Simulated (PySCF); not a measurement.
SMILES C[Si](C)(C)[Te] (C3H9SiTe), doublet at its CAM-B3LYP/def2-SVP optimised geometry (Å):

```
14

C      1.6109    -0.6458     0.0000
Si    -0.2678    -0.6458     0.0000
C     -0.9123     1.1188     0.0000
C     -0.9278    -1.5885     1.4881
Te    -1.1211    -1.8707    -2.0438
H      1.9917    -0.1272     0.8954
H      2.0070    -1.6718     0.0000
H      2.0120    -0.1294    -0.8850
H     -0.5674     1.6718    -0.8866
H     -2.0120     1.1392     0.0032
H     -0.5531     1.6553     0.8938
H     -0.5817    -1.1001     2.4139
H     -2.0277    -1.6022     1.5041
H     -0.5701    -2.6287     1.5005
```

Calculation: unrestricted CAM-B3LYP/def2-TZVP, def2 effective core potentials past Kr (PySCF). The core electrons that the potentials of Te replace are not part of the density. Cells within 0.4 Å of a nucleus heavier than hydrogen are left out (blank, or x).

Map of the electrostatic potential (hartree/e), clipped to [-0.08, 0.12] on the plane z = 0.0 Å:

```
|00000000000000000000000000000|
|00000000000000000000000000000|
|00000000000000000000000000000|
|00000000000000000000000000000|
|00000000000000000000000000000|
|00000000000000000000000000000|
|00000000000111000000000000000|
|00000011124553210000000000000|
|00001134589999411000000000000|
|00011389999999931100000000000|
|00012599999xx9942111000000000|
|00012599999xx9963211110000000|
|00011389999999996433321000000|
|00001235699999999899952000000|
|00000112489999999999995100000|
|0000001249999x99999x999200000|
|000000125999xxx999xxx99200000|
|0000001259999x99999x999200000|
|00000012489999999999999200000|
|00000011359999999899999310000|
|00000011246999996479999310000|
|00000011234456643249997210000|
|00000001122232221123543110000|
|00000001111111111011221100000|
|00000000111110000000111000000|
|00000000000000000000000000000|
|00000000000000000000000000000|
|00000000000000000000000000000|
|00000000000000000000000000000|
```
Scale: ten equal steps from -0.003 (start of '0') to 0.120 (end of '9'), in the order '0123456789'; x runs from -4.50 to 4.50, y from -4.50 (bottom) to 4.50 (top).
